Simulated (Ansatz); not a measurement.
Two structures, one formula

The two ends of one reaction step of BHBrCl2F, closed shell (PBE0-D4/def2-TZVP).

A:

| atom | x (Å) | y (Å) | z (Å) |
| --- | --- | --- | --- |
| B1 | -0.0387 | -1.0657 | 0.3510 |
| Br2 | -0.4527 | 2.2289 | -0.7997 |
| Cl3 | -0.6618 | -1.8285 | -1.0813 |
| Cl4 | -1.0134 | -0.8742 | 1.7775 |
| H5 | 0.9565 | 2.1989 | -0.6164 |
| F6 | 1.2100 | -0.6593 | 0.3689 |

B:

B1  (-0.937, -0.357, 0.006)
Br2  (-0.870, 1.468, -0.592)
Cl3  (-0.796, -1.632, -1.150)
Cl4  (-1.170, -0.688, 1.686)
H5  (1.627, 0.956, -0.127)
F6  (2.145, 0.253, 0.178)
(Å)

Program: Ansatz 0.2.0. Basis: def2-TZVPP. Cores are frozen in the correlated methods. Filled d shells of the heavier atoms are correlated. The def2 sets are not built for correlating such inner shells, so the correlated values are less sure here. B3LYP uses VWN-RPA correlation.

(1) Which structure is lower at CCSD(T), and by how much? (Judge from chemistry; the value comes from the calculation.)

No T1 diagnostic of these runs exceeds 0.010.

Results:

(1) By the calculation: A, by 67.4 kJ/mol (electronic energy, against the other). By their contacts, A is a complex of BCl₂F ([F][B]([Cl])[Cl]) + HBr and B is a complex of BBrCl₂ ([Cl][B]([Cl])[Br]) + HF.

All methods give the same order:

```
      method  E(B) − E(A) (kJ/mol)
       SPW92                  62.0
      PBE-D4                  58.8
     BLYP-D4                  69.0
   r2SCAN-D4                  69.2
      B97M-V                  77.1
     PBE0-D4                  62.6
    B3LYP-D4                  72.0
  r2SCAN0-D4                  69.6
    BHLYP-D4                  77.2
CAM-B3LYP-D4                  79.2
     wB97X-V                  71.9
     wB97M-V                  71.0
      B2PLYP                  70.5
    PBE-QIDH                  62.8
  RPA on PBE                  69.2
          HF                  93.0
         MP2                  57.3
        CCSD                  71.9
     CCSD(T)                  67.4
```

Labels in which every atom is bracketed show which atoms are joined, not bond orders.

For scale, one of the runs: CCSD(T)/def2-TZVPP, 208 basis functions, launched by `ansatz run in.yaml --threads 4 --pin off --events-out ev --progress --plain --max-ram 9574MiB`. Hardware: 4 CPU threads of an Arm Neoverse V1, shared host. Wall time 2.4 min; peak host memory 2.8 GiB.
